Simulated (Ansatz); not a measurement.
The same path of BH₉SSi₃ (14 atoms, charge 0, multiplicity 1) was run twice with different band settings. The coordinate that changes most is the dihedral H6–B1–Si2–Si3.

The calculation used RHF/def2-SVP (Ansatz 0.2.0).

Relaxed end points:

```xyz
14
Properties=species:S:1:pos:R:3
B -2.619 0.734 -0.543
Si -1.526 -0.929 -0.972
Si 0.349 -0.994 0.504
Si 1.882 0.750 0.033
S 3.583 0.718 1.375
H -3.552 0.693 0.208
H -2.312 1.801 -0.995
H -0.992 -0.898 -2.360
H -2.300 -2.186 -0.800
H 1.047 -2.298 0.380
H -0.112 -0.841 1.910
H 2.466 0.588 -1.317
H 1.185 2.059 0.092
H 2.887 0.772 2.514
```

```xyz
14
Properties=species:S:1:pos:R:3
B -2.607 0.741 -0.560
Si -1.533 -0.941 -0.961
Si 0.354 -0.993 0.499
Si 1.874 0.765 0.037
S 3.582 0.717 1.369
H -2.306 1.793 -1.052
H -3.524 0.729 0.212
H -1.013 -0.947 -2.354
H -2.316 -2.186 -0.751
H 1.063 -2.290 0.365
H -0.099 -0.851 1.910
H 2.450 0.627 -1.319
H 1.171 2.069 0.120
H 2.890 0.735 2.513
```

Common settings: movable images 5; climbing image yes; spring 5.0 eV/Å²; start path through a guess of the saddle point; force threshold 0.03 eV/Å; iteration limit 60; end points relaxed.

| run | optimiser | largest step |
| --- | --- | --- |
| 1 | quadratic models (default) | default |
| 2 | fire | 0.5 Å |

Problem. What does each run give, and how far can it be trusted?

Solution. Run 1: converged after 16 iterations, highest image 0.046 eV above the first end. A vibrational analysis at the climbing image gives one clearly imaginary mode, 118i cm⁻¹: a first-order saddle point.
Run 2: converged after 52 iterations, highest image 0.059 eV above the first end. The order of the stationary point at the top wasn't checked.
